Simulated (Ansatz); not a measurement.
`C#CC[CH2][GeH3]` + H₂ → GeH₄ + `C#CCC`  (hydrogenolysis of a Ge–C bond)

Program: Ansatz. Geometries: PBE0-D4/def2-TZVP. ΔE: electronic, gas phase. CCSD(T)/CBS is the MP2 limit (def2-TZVPP, def2-QZVPP) plus CCSD(T) − MP2 in def2-TZVPP, frozen cores. This one scheme is used for every species. For Ge outer-core shells are correlated without core-valence functions, which leaves a few kJ/mol of doubt a bond. Scalar relativity is left out up to krypton. One conformer a species, not always the lowest.

`C#CC[CH2][GeH3]`:

```xyz
13

C    -0.290   -3.168    0.052
C     0.105   -2.040   -0.067
C     0.551   -0.663   -0.200
C    -0.531    0.346    0.191
Ge    0.062    2.207    0.011
H    -0.634   -4.170    0.154
H     1.443   -0.519    0.420
H     0.870   -0.493   -1.234
H    -0.842    0.180    1.225
H    -1.418    0.203   -0.431
H    -1.066    3.170    0.414
H     0.467    2.489   -1.448
H     1.284    2.458    0.913
```

H₂:

Cartesian coordinates in Å:
```
H 0.314 -0.129 0.154
H -0.314 0.129 -0.154
```

GeH₄:

Z-matrix (Å, degrees):
```
Ge
H 1 1.534
H 1 1.534 2 109.5
H 1 1.534 2 109.5 3 -120.0
H 1 1.534 2 109.5 3 120.0
```

`C#CCC`:

Cartesian coordinates in Å:
```
C -0.647 -0.920 -1.993
C -0.406 -0.177 -1.082
C -0.103 0.701 0.037
C 0.500 -0.041 1.226
H -0.864 -1.573 -2.805
H 0.583 1.483 -0.304
H -1.022 1.213 0.342
H 0.712 0.654 2.041
H -0.185 -0.805 1.595
H 1.432 -0.534 0.943
```

| level | ΔE (kcal/mol) |
| --- | --- |
| MP2/def2-TZVPP | -7.7 |
| SCS-MP2/def2-QZVPP | -9.2 |

What does CCSD(T)/CBS give? (An estimate is asked.)

The calculation gave: -8.9 kcal/mol. The listed levels differ from it by 1.2, -0.3 kcal/mol.

Largest T1 diagnostic among the species: 0.012.

In def2-TZVPP, CCSD(T) changes the Hartree–Fock value by +6.9 kcal/mol (the triples alone add +1.2 kcal/mol) and MP2 by +8.7 kcal/mol. The D4 term adds +2.5 kcal/mol with B3LYP and +1.4 kcal/mol with PBE0; it sums over pairs of atoms, weighted by their polarisabilities, and B3LYP, whose exchange is more repulsive, gets the larger term.

B3LYP here is the variant with VWN-RPA as its local correlation; programs differ in this.
